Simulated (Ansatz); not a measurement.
CH₃BrCd⁺, that is CdMeBr with one electron fewer. Charge 1, multiplicity 2. Geometry PBE0-D4/def2-TZVP, that of the neutral singlet; atoms count from 1.

```xyz
6

Cd    0.3990   -0.1166    1.1018
C    -0.3121    0.0894   -0.8634
H    -0.3391   -0.8869   -1.3467
H     0.3486    0.7518   -1.4220
H    -1.3164    0.5118   -0.8442
Br    1.2200   -0.3495    3.3745
```

In the def2 sets Cd takes a core potential; there is no spin–orbit coupling.

(1) Estimate the Mulliken populations from the PBE0/def2-TZVP orbitals of Ansatz.

(2) Where does the spin sit?

(3) And the Mayer bond orders between bonded heavy atoms (over 0.3)?

## Answers

(1) 
```
atom  charge (e)  spin (α − β)  d electrons
 Cd1        0.83          0.02         9.97
  C2       -0.53          0.40            –
  H3        0.21          0.01            –
  H4        0.21          0.00            –
  H5        0.21          0.00            –
 Br6        0.06          0.57            –
```
Mulliken values and Mayer orders depend strongly on the basis.

(2) Summed by element: Cd 0.02, C 0.40, H 0.00, Br 0.57, of 1 unpaired in all. Largest on single atoms: Br6 0.57, C2 0.40, Cd1 0.02.

(3) Cd1–C2 0.66 (2.10 Å); Cd1–Br6 0.92 (2.43 Å).
